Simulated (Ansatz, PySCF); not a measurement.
This PySCF input computes a BLYP/def2-TZVPD energy:

```python
from pyscf import gto, scf, dft

mol = gto.M(
    atom='''
    Ge   -0.03010674   -0.04440254   -0.05546388
    H     0.64973470   -0.63247593    1.29875633
    H    -0.88408644    1.06107216    0.77554240
    H     1.19776738    0.99228490   -0.29945444
    ''',
    basis='def2-tzvpd',
    charge=-1,
    spin=0,
    verbose=4,
)

mf = dft.RKS(mol, xc='blyp').density_fit(auxbasis='def2-universal-jkfit')
mf.grids.level = 3
mf.conv_tol = 1e-9
mf.max_cycle = 100
mf.max_memory = 1500
mf.kernel()
if not mf.converged:
    mf = mf.newton()
    mf.kernel(mf.make_rdm1())
mf.analyze()
```

Question: Write an input for the same energy in Ansatz (a quantum-chemistry and plane-wave program) and say what it gives.

Answer: 
Ansatz 0.2 input:
```yaml
crystal:
  periodic: [false, false, false]
  atoms:
    - {symbol: Ge, position_ang: [-0.03010674, -0.04440254, -0.05546388]}
    - {symbol: H, position_ang: [0.64973470, -0.63247593, 1.29875633]}
    - {symbol: H, position_ang: [-0.88408644, 1.06107216, 0.77554240]}
    - {symbol: H, position_ang: [1.19776738, 0.99228490, -0.29945444]}
basis:
  gaussian:
    orbitals: def2-TZVPD
hamiltonian:
  xc: {name: BLYP}
total_charge: -1
output: {forces: true}
```
It gives -2078.85047 Eh, and PySCF -2078.85051 Eh, a difference of 0.04 mEh, from the treatment of integrals and grids.

Whether it binds its extra electron was not tested at this geometry.
